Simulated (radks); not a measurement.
Er2+, configuration [Kr] 4d10 4f12 5s2 5p4 6s2 (not the ground configuration). Method: scalar-relativistic Kohn-Sham, r2SCAN, spin-unpolarised, spherical densities, finite nucleus; meta-GGA in the generalised Kohn-Sham scheme; Fermi nuclear charge, rms radius 5.2516 fm; computed with a radial shooting solver on a logarithmic mesh with Libxc functionals.

Radial electron density D(r) = 4 pi r^2 rho(r):

```
   r/bohr * D(r) (the largest magnitude, 122, reaches the edge; | marks zero)
0.0008573 | *
 0.000998 | *
 0.001162 |  *
 0.001353 |   *
 0.001587 |    *
 0.001848 |     *
 0.002151 |       *
 0.002504 |         *
 0.002915 |           *
 0.003394 |             *
 0.003951 |                *
   0.0046 |                    *
 0.005355 |                       *
 0.006284 |                           *
 0.007315 |                               *
 0.008516 |                                  *
 0.009914 |                                     *
  0.01154 |                                       *
  0.01344 |                                        *
  0.01564 |                                        *
  0.01821 |                                       *
   0.0212 |                                     *
  0.02488 |                                    *
  0.02896 |                                    *
  0.03372 |                                      *
  0.03925 |                                          *
  0.04569 |                                               *
   0.0532 |                                                    *
  0.06193 |                                                      *
  0.07209 |                                                    *
  0.08393 |                                                *
  0.09849 |                                           *
   0.1147 |                                         *
   0.1335 |                                           *
   0.1554 |                                               *
   0.1809 |                                                *
   0.2106 |                                            *
   0.2452 |                                  *
   0.2854 |                         *
   0.3323 |                     *
   0.3899 |                       *
   0.4539 |                          *
   0.5285 |                         *
   0.6152 |                     *
   0.7162 |               *
   0.8338 |          *
   0.9707 |       *
     1.13 |     *
    1.315 |   *
    1.544 |  *
    1.797 | *
    2.092 |*
    2.436 |*
    2.836 |*
    3.301 *
    3.843 *
    4.474 *
    5.208 *
    6.112 *
    7.115 *
    8.283 *
```

D(r) has 4 maxima, at r = 0.0140, 0.0629, 0.175, 0.476 bohr, and minima at 0.0267, 0.115, 0.338 bohr, inside which lie 1.92, 11.15, 29.58 electrons.
